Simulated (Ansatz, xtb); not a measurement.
## CH5CuN−: which of two structures lies lower

Structure X: a singlet given by its coordinates. Structure Y: a singlet given by its coordinates. Both are isolated ions in the gas phase, relaxed with B3LYP-D3(BJ)/def2-SVPD.

X (Å):

```xyz
8

C    -0.4981    0.2487   -0.3975
Cu   -2.3301    0.6429    0.1509
N    -4.0888    1.0092    0.7769
H    -0.1077   -0.6933    0.0413
H    -0.3852    0.1430   -1.4962
H     0.2177    1.0412   -0.0939
H    -4.8205    0.4097    0.3874
H    -4.4180    1.9631    0.6090
```

Close contacts (Å): C1–Cu2 1.95, Cu2–N3 1.90, C1–H4 1.11, C1–H5 1.11, C1–H6 1.11, N3–H7 1.02, N3–H8 1.02.

Y (Å):

```xyz
8

C    -1.1849    0.7399   -0.6362
Cu   -3.3386    0.5195    1.3840
N    -2.5723    0.5055   -0.3425
H    -0.7427    1.3823    0.1452
H    -0.5306   -0.1710   -0.6743
H    -1.0025    1.2722   -1.6045
H    -3.0016   -0.0614   -1.0697
H    -3.9683    0.5870    2.7878
```

Close contacts (Å): C1–N3 1.44, Cu2–N3 1.89, C1–H4 1.10, C1–H5 1.12, C1–H6 1.12, Cu2–H8 1.54, N3–H7 1.02.

Quicker runs give these differences E(Y) − E(X): GFN2-xTB −33.6 kcal/mol; HF/STO-3G −15.2 kcal/mol (at GFN2-xTB geometries); r2SCAN-D4/def2-SVPD +14.1 kcal/mol (at GFN2-xTB geometries).

Problem. Estimate E(Y) − E(X) at the level CCSD(T)/def2-SVPD + ΔMP2/def2-TZVPPD.

Solution. Calculated at CCSD(T)/def2-SVPD + ΔMP2/def2-TZVPPD: E(Y) − E(X) = +16.3 kcal/mol, so structure X lies lower.

Level by level:

| level | geometry | E(Y) − E(X) (kcal/mol) | departure from the last row (kcal/mol) | job, with rough time for the two |
| --- | --- | --- | --- | --- |
| GFN2-xTB | GFN2-xTB | −33.6 | −49.9 | optimisation, 0.16 s |
| HF/STO-3G | GFN2-xTB | −15.2 | −31.5 | single point, 1.9 s |
| r2SCAN-D4/def2-SVPD | GFN2-xTB | +14.1 | −2.2 | single point, 4.6 s |
| B3LYP-D3(BJ)/def2-SVPD | B3LYP-D3(BJ)/def2-SVPD | +12.8 | −3.5 | optimisation, 41 s |
| HF/def2-SVPD | B3LYP-D3(BJ)/def2-SVPD | +7.8 | −8.4 | part of the CCSD(T) run |
| MP2/def2-SVPD | B3LYP-D3(BJ)/def2-SVPD | +16.8 | +0.5 | part of the CCSD(T) run |
| CCSD(T)/def2-SVPD | B3LYP-D3(BJ)/def2-SVPD | +13.7 | −2.6 | single point |
| CCSD(T)/def2-SVPD + ΔMP2/def2-TZVPPD | B3LYP-D3(BJ)/def2-SVPD | +16.3 |  | single point, 63 s |

GFN2-xTB, HF/STO-3G put the two in the other order. The largest departure from CCSD(T)/def2-SVPD + ΔMP2/def2-TZVPPD is that of GFN2-xTB, 49.9 kcal/mol. A small imaginary or near-zero mode remains, so no thermal terms are given. The last row adds to CCSD(T) the change of the MP2 difference between the two basis sets, here +2.6 kcal/mol.

The T1 diagnostic of structures X and Y is large, so the coupled-cluster value is less sure. The correlated steps freeze 7 core orbitals; the last core shell of Cu is correlated, in a basis made for valence electrons. Run with Ansatz 0.2.0, xtb 6.7.1; the last row on 2 threads of Arm Neoverse V1 on a shared host.
